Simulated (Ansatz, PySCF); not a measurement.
Species: SbH (charge 0, triplet). SMILES: [SbH]
Geometry from a B3LYP-D3(BJ)/def2-TZVP (Ansatz, an electronic-structure program) optimisation:
```
Sb
H 1 1.7225
```
Charge 0, spin multiplicity 3.

Unscaled harmonic wavenumbers (cm⁻¹) in rising order, each level at the stationary point that it reaches from this structure (no distance between atoms moves by over 0.3 Å); the order of modes can differ between levels, and a negative number is imaginary. B3LYP-D3(BJ)/def2-TZVP (PySCF, at the structure above): 1905.

HF/3-21G (Ansatz): 1943. Zero-point energy 2.8 against 2.7 kcal/mol; where all levels lie over 400 cm⁻¹, the wavenumbers are on average 1.020 times those of B3LYP-D3(BJ)/def2-TZVP.

HF/6-31G* with LANL2DZ past Ar (Ansatz): 1899. Zero-point energy 2.7 against 2.7 kcal/mol; where all levels lie over 400 cm⁻¹, the wavenumbers are on average 0.997 times those of B3LYP-D3(BJ)/def2-TZVP.

B3LYP/6-31G* with LANL2DZ past Ar (Ansatz): 1832. Zero-point energy 2.6 against 2.7 kcal/mol; where all levels lie over 400 cm⁻¹, the wavenumbers are on average 0.962 times those of B3LYP-D3(BJ)/def2-TZVP.
